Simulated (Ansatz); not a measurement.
Born–Oppenheimer molecular dynamics of Cl2FH3HfN (8 atoms, charge 0, multiplicity 2). It starts at the highest image of a converged band. Of that band: The profile has 2 maxima (images 1, 4) with wells between them (image 2): this band takes more than one step, which may be the mechanism or a detour left from its start path. A vibrational analysis at the climbing image gives one clearly imaginary mode, 206i cm⁻¹: a first-order saddle point.

These are results of UKS PBE0-D4/def2-SVP (Ansatz), not measurements.

* ensemble: NVE (velocity Verlet)
* time step: 0.5 fs
* steps asked: 200
* starting velocities drawn for: 100 K
* seed: 7337

First frame:

```xyz
8
Properties=species:S:1:pos:R:3
Hf -0.181 0.231 -0.184
F 0.665 -0.929 1.817
N 1.823 0.197 -0.420
H 2.494 -0.467 -0.039
H 2.307 0.788 -1.095
Cl -0.981 2.155 -1.264
Cl -1.738 -1.558 0.050
H 0.490 -0.418 2.575
```

How far do the bonds stretch over the last three quarters of this one trajectory? (Pairs bonded in most of those frames.)


```tsv
bond	mean (Å)	spread (Å)	shortest	longest
Hf1–F2	2.437	0.040	2.39	2.52
Hf1–N3	2.023	0.010	2.01	2.04
Hf1–Cl6	2.345	0.005	2.34	2.35
Hf1–Cl7	2.389	0.022	2.36	2.43
F2–H8	0.931	0.007	0.92	0.94
N3–H4	1.018	0.010	1.00	1.03
N3–H5	1.020	0.007	1.01	1.03
```

Mean temperature of the second half: 51 K. The conserved energy stayed within 0.034 meV per atom of its start (net change 0.014 meV per atom), so the integration is sound. A run of 0.1 ps of so small a system gives no equilibrium averages.

The run took 6.2 min on 4 threads of Intel(R) Xeon(R) 6975P-C (Granite Rapids), on a shared host, peak memory 0.4 GiB.
